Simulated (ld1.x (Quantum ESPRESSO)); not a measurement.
**Configuration tests for phosphorus (ultrasoft)**

P, ultrasoft, made with ld1.x (Quantum ESPRESSO) 7.5 (LDA (PZ), scalar-relativistic). Core [Ne], reference 3s2 3p2.5 (charge +0.5). Waves: 3s (bound): rcut 1.15, rcutus 1.50 bohr; 3s channel at 3.75 Ry: rcut 1.15, rcutus 1.50 bohr; 3p (bound): rcut 1.45, rcutus 1.55 bohr; 3p channel at 2 Ry: rcut 1.45, rcutus 1.55 bohr; 3d channel at -0.05 Ry: rcut 1.45, rcutus 1.65 bohr; 3d channel at 2.45 Ry: rcut 1.45, rcutus 1.65 bohr. Local part: all-electron potential smoothed inside 1.15 bohr (lloc = -1). Core correction: none. Augmentation charge: PSQ, inside the norm-conserving radii.

Energies are relative to the spin-unpolarised reference configuration 3s2 3p2.5; without spin polarisation the order of configurations can differ from experiment. Spin-polarised rows fill each open shell by Hund’s rule, majority spin first. The frozen-core shift is the all-electron ΔE with the core orbitals held at their reference shape minus the fully relaxed ΔE.

```json
{"valence configuration": "3s2 3p3", "charge": "0", "ΔE all-electron (eV)": "-3.821", "error AE − PS (meV)": "+0.5", "frozen-core shift (meV)": "+0.1"}
{"valence configuration": "3s2 3p2", "charge": "+1", "ΔE all-electron (eV)": "6.000", "error AE − PS (meV)": "+0.4", "frozen-core shift (meV)": "+0.6"}
{"valence configuration": "3s1 3p4", "charge": "0", "ΔE all-electron (eV)": "4.675", "error AE − PS (meV)": "+8.6", "frozen-core shift (meV)": "+0.1"}
{"valence configuration": "3s2 3p0", "charge": "+3", "ΔE all-electron (eV)": "55.144", "error AE − PS (meV)": "+83", "frozen-core shift (meV)": "+46"}
{"valence configuration": "3s1 3p0", "charge": "+4", "ΔE all-electron (eV)": "107.333", "error AE − PS (meV)": "+331", "frozen-core shift (meV)": "+159"}
{"valence configuration": "3s2 3p3.3", "charge": "-0.3", "ΔE all-electron (eV)": "-5.157", "error AE − PS (meV)": "+0.9", "frozen-core shift (meV)": "+0.1"}
{"valence configuration": "3s2 3p2.5 (spin-polarised)", "charge": "+0.5", "ΔE all-electron (eV)": "-1.177", "error AE − PS (meV)": "+104", "frozen-core shift (meV)": "+1.3"}
{"valence configuration": "3s2 3p3 (spin-polarised)", "charge": "0", "ΔE all-electron (eV)": "-5.331", "error AE − PS (meV)": "+122", "frozen-core shift (meV)": "+1.7"}
```

Question: What are ΔE and the potential's error for 3s2 3p1?

Answer: ΔE = 25.249 eV all-electron; the error (AE − PS) is +14 meV.
